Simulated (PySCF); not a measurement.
Al(H)3 anion (AlH3), SMILES [AlH3] (connectivity only; charge and spin as stated), charge -1, multiplicity 2.

Coordinates come from a B3LYP-D3(BJ)/def2-TZVPD optimisation. The multiplicity is an assumed one; other spin states were not compared. The isomer is the one that the SMILES or the coordinates give; other isomers of the formula were not compared.

Two levels are set side by side: PBE/def2-TZVPD (PySCF) and ωB97X/def2-TZVPD (PySCF). Same geometry, gas phase. Differences are taken from unrounded values.

| quantity | ωB97X |
|---|---|
| α-spin orbital gap (eV) | 6.17 |
| β-spin orbital gap (eV) | 9.59 |
| mean polarisability (bohr³) | 82.2 |

**Question.** What does PBE give, and how far is it from ωB97X? (An estimate is asked for; the answer gives what the named calculation found.)

**Answer.** 
```json
[
 {"quantity": "α-spin orbital gap (eV)", "PBE": "1.86", "PBE minus ωB97X": "-4.31"},
 {"quantity": "β-spin orbital gap (eV)", "PBE": "4.35", "PBE minus ωB97X": "-5.24"},
 {"quantity": "mean polarisability (bohr³)", "PBE": "94.0", "PBE minus ωB97X": "11.8"}
]
```

Loosely held outer electrons make PBE densities more polarisable. Differences between two approximate levels are no errors against the true value.

Rough cost on one machine, each run with all the roots and properties that it gave: ωB97X against PBE within a factor of 2.
